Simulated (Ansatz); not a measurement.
Molecule: AuCl, charge 0, multiplicity 1. 
Geometry from a B3LYP-D3(BJ)/def2-TZVP (Ansatz, a first-principles code) optimisation:
```xyz
2

Au     0.0000     0.0000    -0.3991
Cl     0.0000     0.0000     1.8548
```
Charge 0, spin multiplicity 1.

Basis-set convergence of Hartree-Fock and CCSD(T) correlation energies (hartree) with Ansatz. Valence correlation only, unless marked. No spin-orbit coupling. The frozen core is the preceding noble-gas configuration, with the filled d and f shells of earlier blocks. Past Kr the def2 sets carry scalar-relativistic core potentials.

```csv
basis,functions,E(HF),"E(corr, CCSD(T))",rough core time
def2-SVPD,62,-594.17042,-0.41935,under 20 s
def2-TZVPPD,110,-594.32867,-0.58461,under 20 s
def2-QZVPPD,167,-594.34163,-0.62612,22 s
```

Extrapolating the two largest sets (X = 3 and 4) as X^-3: E(corr) = (64·(-0.62612) - 27·(-0.58461))/37 = -0.6564 Eh, an estimate of the basis-set limit. The largest set recovers 95.4 % of it, the smallest 63.9 %.
